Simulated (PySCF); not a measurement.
A geometry optimisation on selenium monohydride, `[SeH]` [radical].

Computed with PBE0-D3(BJ)/def2-SVP geometry optimisation, gas phase (PySCF 2.14.0). Start geometry: GFN2-xTB. The input is one job of a driver script: a line of settings, then coordinates in Å.

Input:
```
{"job": {"xc": "PBE0", "basis": "def2-SVP", "d3": "d3bj", "grid": 1, "kind": "geom"}, "charge": 0, "multiplicity": 2}
Se     0.725740    -0.005610    -0.005900
H     -0.720220     0.008140    -0.022400
```

Output:
```
step   0  E = -2401.53390969  max force = 0.012742
step   1  E = -2401.53421974  max force = 0.002874
step   2  E = -2401.53423810  max force = 0.000188
step   3  E = -2401.53423816  max force = 0.000023
optimisation converged
```

Energies in Eh; «max force» is the largest Cartesian gradient component in Eh/bohr.

Q: Give the first gradient maximum in eV/Å.

A: With 1 Eh/bohr = 51.422 eV/Å, 0.655 eV/Å.

Q: How much energy does the optimisation release, in eV?

A: E(step 0) − E(last step) = 0.000328 Eh, which is 0.009 eV.

Summary of the converged run: final energy -2401.53424 Eh after 3 steps; dipole 0.72 D.

Q: Give the final coordinates.

A: 0.014 Å rms from the input after alignment:
```
atom  x, y, z in Å
Se1    0.7396   -0.0057   -0.0058
H2    -0.7341    0.0082   -0.0225
```

Time: 2.4 s wall. Hardware: one thread, x86-64 server, on a shared host.
Labels such as C1 count atoms from 1, the log's own numbers from 0.
